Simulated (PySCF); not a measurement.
Record of a relaxation.

[SnI3]- (charge -1).
Bonds: Sn1–I2, Sn1–I3, Sn1–I4.

Computed by this run: PBE0-D3(BJ)/def2-SVP geometry optimisation, gas phase, def2 core potentials past Kr in PySCF 2.14.0; density fitting, grid level 1; the optimiser is geomeTRIC in internal coordinates, started from a GFN2-xTB structure with every atom displaced at random (about 0.03 Å). The frame can shift and turn from step to step; on so coarse a grid that alone can change the energy by a few meV, and forces under 0.02 eV/Å are noise.

Step 0: E = -30142.6447 eV, largest atomic force 1.151 eV/Å
```
atom  x, y, z in Å  |  force x, y, z in eV/Å
Sn1     0.058   -0.071    0.939   -0.422   0.798   0.714
I2      2.537   -0.046   -0.305    0.544  -0.002  -0.373
I3     -1.309    2.217   -0.352    0.174  -0.255   0.066
I4     -1.202   -2.191   -0.312   -0.296  -0.542  -0.406
```

Step 1: E = -30142.7316 eV, largest atomic force 0.178 eV/Å
```
atom  x, y, z in Å  |  force x, y, z in eV/Å
Sn1     0.023   -0.014    1.003    0.015  -0.075  -0.155
I2      2.594   -0.012   -0.336   -0.148   0.001   0.059
I3     -1.272    2.174   -0.352    0.048  -0.066   0.025
I4     -1.262   -2.239   -0.346    0.085   0.140   0.071
```

Step 2: E = -30142.7371 eV, largest atomic force 0.077 eV/Å
```
atom  x, y, z in Å  |  force x, y, z in eV/Å
Sn1     0.021   -0.015    1.003    0.025  -0.064   0.034
I2      2.567   -0.013   -0.336   -0.024   0.001   0.000
I3     -1.257    2.154   -0.353   -0.018   0.041  -0.037
I4     -1.248   -2.217   -0.345    0.016   0.022   0.003
```

Step 3: E = -30142.7382 eV, largest atomic force 0.027 eV/Å
```
atom  x, y, z in Å  |  force x, y, z in eV/Å
Sn1     0.023   -0.021    1.009   -0.013   0.018   0.015
I2      2.557   -0.016   -0.336    0.007   0.000  -0.009
I3     -1.257    2.159   -0.357    0.009  -0.009   0.003
I4     -1.240   -2.212   -0.346   -0.003  -0.009  -0.009
```

Step 4: E = -30142.7384 eV, largest atomic force under 0.02 eV/Å
```
atom  x, y, z in Å  |  force x, y, z in eV/Å
Sn1     0.021   -0.021    1.011   -0.004   0.002   0.005
I2      2.556   -0.015   -0.337    0.001   0.000  -0.002
I3     -1.254    2.157   -0.357    0.003  -0.001   0.000
I4     -1.240   -2.212   -0.348    0.000  -0.002  -0.003
```

Q: Summarise the path.

A: The energy falls by 2.16 kcal/mol from step 0 to step 4; nine tenths of that is first reached at step 1. It falls at every step. The largest force goes from 1.151 to under 0.02 eV/Å. Among the bonds Sn1–I4 changes most, from 2.765 to 2.870 Å; the atoms move by 0.073 Å rms after alignment.

Q: Follow the three bonds and two angles with the largest change from start to end.

A: 
```tsv
step	E above end (kcal/mol)	largest force (eV/Å)	Sn1–I4 (Å)	Sn1–I2 (Å)	Sn1–I3 (Å)	I2–Sn1–I4 (°)	I2–Sn1–I3 (°)
0	2.16	1.151	2.765	2.774	2.961	102.2	102.1
1	0.15	0.178	2.902	2.899	2.881	100.3	100.4
2	0.03	0.077	2.876	2.876	2.860	100.0	100.0
3	0.00	0.027	2.869	2.870	2.873	99.7	99.7
4	0.00	under 0.02	2.870	2.871	2.871	99.6	99.6
```

What follows is the cost of the whole optimisation. The run took 38 s on Arm Neoverse V2, one thread, shared host, and the process peaked at 0.41 GiB of memory.
